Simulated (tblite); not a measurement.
A geometry optimisation, step by step.

C4H9N3Si.
SMILES with atom numbers: `[CH3:1][c:2]1[n:3][n:4]([CH3:5])[n:6][c:7]1[SiH3:8]` (hydrogens: H9, H10, H11 on C1; H12, H13, H14 on C5; H15, H16, H17 on Si8)

Computed with GFN2-xTB (tblite), gas phase: L-BFGS steps from a force-field or distance-geometry start until the largest atomic force falls under 0.01 eV/Å. 7 of its 92 geometries are shown.

Step 0: E = -642.8399 eV, largest atomic force 2.690 eV/Å
```
atom  x, y, z in Å  |  force x, y, z in eV/Å
C1     -1.631   -1.622   -0.091   -0.599  -0.766  -0.720
C2     -0.447   -0.763   -0.089    2.678   0.164  -0.196
N3      0.850   -1.156   -0.248   -0.240  -0.724  -0.242
N4      1.652   -0.081   -0.184   -2.577  -0.165   0.403
C5      3.110   -0.097   -0.303   -0.466   1.279   0.258
N6      0.891    0.997    0.045    0.366   0.505   0.000
C7     -0.405    0.617    0.109    1.736   0.154  -0.219
Si8    -1.854    1.716    0.406   -0.583   0.770   0.958
H9     -2.535   -1.063   -0.474    1.021  -0.648   0.465
H10    -1.437   -2.515   -0.729   -0.250   0.591   0.349
H11    -1.811   -1.991    0.923   -0.175   0.119  -0.137
H12     3.432   -0.317   -1.336   -0.302  -0.224   0.525
H13     3.476    0.943   -0.072   -0.556  -0.833  -0.198
H14     3.581   -0.755    0.442   -0.419  -0.058  -0.453
H15    -2.978    0.954    1.020    0.353   0.052  -0.150
H16    -2.377    2.343   -0.786   -0.039   0.050  -0.465
H17    -1.524    2.803    1.358    0.052  -0.265  -0.179
```

Step 15: E = -643.3077 eV, largest atomic force 0.129 eV/Å
```
atom  x, y, z in Å  |  force x, y, z in eV/Å
C1     -1.570   -1.654   -0.110   -0.041  -0.065  -0.003
C2     -0.394   -0.757   -0.096    0.004  -0.060  -0.014
N3      0.856   -1.161   -0.267    0.043  -0.031  -0.023
N4      1.577   -0.065   -0.164    0.017   0.034   0.006
C5      3.001   -0.064   -0.288    0.018   0.011   0.007
N6      0.887    1.024    0.064    0.028   0.078   0.030
C7     -0.385    0.634    0.119    0.033   0.074  -0.002
Si8    -1.829    1.773    0.434   -0.065   0.046   0.102
H9     -2.432   -1.107   -0.481   -0.045  -0.084  -0.006
H10    -1.383   -2.524   -0.731    0.029  -0.031  -0.045
H11    -1.778   -1.997    0.903   -0.061  -0.024   0.029
H12     3.294   -0.346   -1.299    0.004  -0.031  -0.040
H13     3.359    0.939   -0.070   -0.021   0.058   0.005
H14     3.434   -0.772    0.417    0.022  -0.059   0.019
H15    -2.888    0.940    1.024    0.016   0.076   0.005
H16    -2.308    2.319   -0.839    0.011   0.027  -0.007
H17    -1.449    2.829    1.372    0.007  -0.016  -0.062
```

Step 30: E = -643.3237 eV, largest atomic force 0.027 eV/Å
```
atom  x, y, z in Å  |  force x, y, z in eV/Å
C1     -1.556   -1.709   -0.129    0.002   0.005  -0.004
C2     -0.412   -0.764   -0.094   -0.005  -0.009  -0.002
N3      0.842   -1.153   -0.280   -0.008  -0.003   0.010
N4      1.559   -0.059   -0.155   -0.009   0.005   0.005
C5      2.983   -0.058   -0.288   -0.001   0.006   0.003
N6      0.865    1.022    0.098   -0.014   0.005   0.002
C7     -0.407    0.628    0.149   -0.005  -0.012  -0.004
Si8    -1.818    1.817    0.456    0.020  -0.017   0.000
H9     -2.439   -1.222   -0.535    0.016  -0.008   0.002
H10    -1.296   -2.573   -0.736   -0.013   0.011   0.008
H11    -1.784   -2.056    0.880   -0.010   0.014  -0.017
H12     3.267   -0.346   -1.302    0.001   0.006  -0.008
H13     3.339    0.947   -0.074    0.000   0.013  -0.001
H14     3.420   -0.769    0.413    0.010  -0.001   0.007
H15    -2.906    1.055    1.078   -0.006   0.002   0.012
H16    -2.279    2.356   -0.828   -0.001  -0.005  -0.007
H17    -1.386    2.897    1.339    0.023  -0.012  -0.007
```

Step 46: E = -643.3256 eV, largest atomic force 0.025 eV/Å
```
atom  x, y, z in Å  |  force x, y, z in eV/Å
C1     -1.560   -1.719   -0.138   -0.009  -0.004  -0.006
C2     -0.414   -0.778   -0.094   -0.004  -0.007   0.004
N3      0.843   -1.162   -0.275   -0.004  -0.001   0.001
N4      1.556   -0.064   -0.146   -0.003   0.000   0.004
C5      2.979   -0.046   -0.285   -0.005   0.006   0.001
N6      0.855    1.013    0.105    0.004   0.003  -0.001
C7     -0.415    0.613    0.149    0.010  -0.007   0.000
Si8    -1.811    1.818    0.459    0.019  -0.016  -0.002
H9     -2.430   -1.230   -0.568   -0.006   0.003  -0.006
H10    -1.298   -2.592   -0.730    0.011   0.000  -0.006
H11    -1.814   -2.052    0.869    0.003   0.018   0.005
H12     3.260   -0.328   -1.301    0.007  -0.004   0.007
H13     3.320    0.965   -0.073    0.001   0.006  -0.003
H14     3.432   -0.749    0.415   -0.009  -0.004  -0.007
H15    -2.903    1.088    1.111   -0.003  -0.008   0.014
H16    -2.283    2.342   -0.826   -0.004   0.003  -0.002
H17    -1.325    2.894    1.318   -0.007   0.014  -0.004
```

Step 61: E = -643.3272 eV, largest atomic force 0.065 eV/Å
```
atom  x, y, z in Å  |  force x, y, z in eV/Å
C1     -1.566   -1.716   -0.160    0.012   0.027   0.002
C2     -0.415   -0.781   -0.106    0.032   0.014  -0.002
N3      0.840   -1.165   -0.292    0.036   0.001   0.013
N4      1.555   -0.070   -0.149    0.021  -0.004  -0.004
C5      2.980   -0.044   -0.278    0.020   0.001  -0.012
N6      0.857    1.006    0.113   -0.003  -0.030   0.010
C7     -0.412    0.608    0.152   -0.020  -0.011   0.014
Si8    -1.806    1.807    0.479   -0.038   0.043  -0.030
H9     -2.411   -1.234   -0.646   -0.031  -0.013  -0.010
H10    -1.290   -2.616   -0.703    0.012   0.016   0.006
H11    -1.865   -1.997    0.850   -0.009   0.001  -0.006
H12     3.271   -0.326   -1.292   -0.001  -0.008   0.002
H13     3.309    0.971   -0.067    0.006  -0.009  -0.002
H14     3.438   -0.741    0.426   -0.036   0.003  -0.008
H15    -2.859    1.090    1.208    0.010   0.009  -0.019
H16    -2.324    2.287   -0.809   -0.025  -0.037   0.023
H17    -1.309    2.933    1.263    0.014  -0.004   0.021
```

Step 76: E = -643.3361 eV, largest atomic force 0.096 eV/Å
```
atom  x, y, z in Å  |  force x, y, z in eV/Å
C1     -1.575   -1.669   -0.255   -0.049  -0.036  -0.002
C2     -0.412   -0.756   -0.152   -0.006  -0.012  -0.002
N3      0.839   -1.144   -0.356    0.009  -0.003   0.028
N4      1.565   -0.065   -0.156   -0.004   0.011  -0.005
C5      2.992   -0.059   -0.256   -0.006   0.005  -0.012
N6      0.877    1.004    0.162   -0.005  -0.003   0.023
C7     -0.397    0.617    0.180   -0.005  -0.004  -0.025
Si8    -1.811    1.777    0.558   -0.021   0.026  -0.007
H9     -2.293   -1.291   -0.986    0.059  -0.027   0.071
H10    -1.237   -2.658   -0.557   -0.029   0.049   0.013
H11    -2.077   -1.739    0.712    0.012  -0.001  -0.088
H12     3.301   -0.363   -1.256   -0.011  -0.010  -0.014
H13     3.328    0.956   -0.056    0.021  -0.008   0.015
H14     3.422   -0.750    0.470   -0.001   0.020  -0.002
H15    -2.665    1.150    1.578    0.043   0.023  -0.029
H16    -2.600    1.955   -0.670    0.030   0.004   0.054
H17    -1.265    3.047    1.031   -0.037  -0.036  -0.017
```

Step 91: E = -643.3385 eV, largest atomic force 0.009 eV/Å
```
atom  x, y, z in Å  |  force x, y, z in eV/Å
C1     -1.576   -1.665   -0.290   -0.001  -0.003  -0.001
C2     -0.412   -0.757   -0.154   -0.003   0.003  -0.007
N3      0.841   -1.144   -0.349   -0.003   0.001  -0.001
N4      1.565   -0.064   -0.141    0.000  -0.003   0.008
C5      2.991   -0.059   -0.249   -0.001  -0.001  -0.001
N6      0.875    1.002    0.176    0.000   0.002  -0.005
C7     -0.400    0.615    0.182    0.001   0.000   0.005
Si8    -1.808    1.774    0.581   -0.003   0.000  -0.003
H9     -2.227   -1.324   -1.094    0.001   0.000   0.005
H10    -1.231   -2.671   -0.511    0.000   0.000  -0.001
H11    -2.155   -1.675    0.632    0.002   0.003  -0.003
H12     3.290   -0.373   -1.250    0.004  -0.001  -0.001
H13     3.336    0.954   -0.056   -0.003   0.000   0.001
H14     3.425   -0.747    0.479    0.002   0.001  -0.001
H15    -2.570    1.198    1.696    0.003   0.005   0.000
H16    -2.684    1.865   -0.593    0.004  -0.005   0.001
H17    -1.268    3.084    0.932   -0.002  -0.003   0.003
```

**Question.** Summarise the path.

**Answer.** The energy falls by 0.4986 eV from step 0 to step 91; nine tenths of that is first reached at step 8. It never rises by more than 0.2 meV. The largest force goes from 2.690 to 0.009 eV/Å. Among the bonds C1–H9 changes most (a near tie, within 0.001 Å, with another), from 1.130 to 1.090 Å; the atoms move by 0.388 Å rms after alignment.

The cost below is that of the whole relaxation. On one thread, Arm Neoverse V2 (aarch64), no GPU, shared host with 32 logical CPUs at a one-minute load of 18, this took 0.5 s.
